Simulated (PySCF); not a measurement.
# Radial density of Co²⁺ (cobalt, charge +2)

BHandHLYP, [Ar] 3d6 4p1, one real determinant (an excited configuration). Computed with PySCF 2.14 in ANO-RCC-VTZP, with the spin-free X2C one-electron Hamiltonian (Gaussian nucleus).

| r (bohr) | 4πr²ρ (e/bohr) | 4πr²(ρα − ρβ) |
| --- | --- | --- |
| 0.000997 | 0.2423 | 0.0000 |
| 0.00168 | 0.6091 | 0.0000 |
| 0.00282 | 1.499 | 0.0000 |
| 0.00474 | 3.557 | 0.0001 |
| 0.00798 | 7.948 | 0.0001 |
| 0.0134 | 15.95 | 0.0004 |
| 0.0226 | 26.58 | 0.0012 |
| 0.0380 | 32.73 | 0.0048 |
| 0.0639 | 27.85 | 0.0205 |
| 0.107 | 27.60 | 0.0824 |
| 0.181 | 36.77 | 0.3760 |
| 0.304 | 21.05 | 1.6581 |
| 0.511 | 16.21 | 4.0420 |
| 0.860 | 14.88 | 3.6228 |
| 1.45 | 3.330 | 1.3122 |
| 2.43 | 0.6863 | 0.5712 |
| 4.09 | 0.1348 | 0.1314 |
| 6.88 | 0.003827 | 0.0038 |

Densities and radii are taken from the X2C orbitals without a picture-change correction, which distorts them close to the nucleus.

⟨L²⟩ = 8.01 against 12 for a pure F term, so this real determinant mixes terms.
